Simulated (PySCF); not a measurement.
Species: AlH2Br.
Structure used (PBE0-D3(BJ)/def2-SVP), in Å, numbered top down from 1:
```xyz
4
AlBrH2 angstrom
Al     0.098    0.171   -0.003
H      1.677    0.098    0.011
H     -0.734    1.514   -0.025
Br    -1.041   -1.783    0.017
```

Theory: TDDFT CAM-B3LYP/def2-SVPD, vertical, gas phase, core orbitals frozen in the response (PySCF). The CAM-B3LYP/def2-SVPD calculation is non-relativistic and has no spin–orbit coupling, an omission that weighs most on bromine.

Ground-to-excited transition dipoles (e·a0, same axes as the geometry; the sign carries no meaning), for the states with f of 0.002 or more among the lowest 9:

```
state  E (hartree)      μx      μy      μz
   S2       0.2325  -0.286  -0.490   0.007
   S4       0.2446   0.000  -0.006  -0.267
   S5       0.2534  -0.503   0.294  -0.007
   S6       0.2710   0.003  -0.011  -0.654
   S7       0.2891  -0.269   0.157  -0.004
   S8       0.2957  -0.194   0.115  -0.003
   S9       0.3084   0.250  -0.124   0.003
```

Problem. Work out the oscillator strengths.

Solution. f = (2/3) ΔE |μ|² with ΔE in hartree (27.2114 eV).

```
state  |μ|² (au)  |μ| (D)      f
   S2      0.322     1.44  0.050
   S4      0.071     0.68  0.012
   S5      0.340     1.48  0.057
   S6      0.428     1.66  0.077
   S7      0.097     0.79  0.019
   S8      0.051     0.57  0.010
   S9      0.078     0.71  0.016
```

Problem. The point group is C2v. Which irreducible representation does each state belong to?

Solution. The ground state is totally symmetric, so the direction of μ fixes the label. Polarised along the twofold axis, so A1: S2. Polarised across the twofold axis, so B1 or B2: S4, S5, S6, S7, S8 and S9. Which of B1 and B2 hangs on the choice of axes; S4 and S6 take one label and S5, S7, S8 and S9 the other.

Problem. All atoms lie in one plane. Which transitions are polarised in it and which across it?

Solution. In the plane: S2, S5, S7, S8 and S9. Perpendicular: S4 and S6. 

Problem. What angle do the transition dipoles of S6 and S8 make?

Solution. |cos θ| = |μa·μb| / (|μa| |μb|) = 0.00, so θ ≈ 90° (taken between 0 and 90°, since the signs are arbitrary).

Problem. How is the summed strength of these states shared among x, y and z?

Solution. (2/3) Σ ΔE μα² gives 0.090 for x, 0.062 for y and 0.089 for z, 0.241 in all.

Time: 2.8 s wall. Hardware: one thread, x86-64 server, on a shared host.
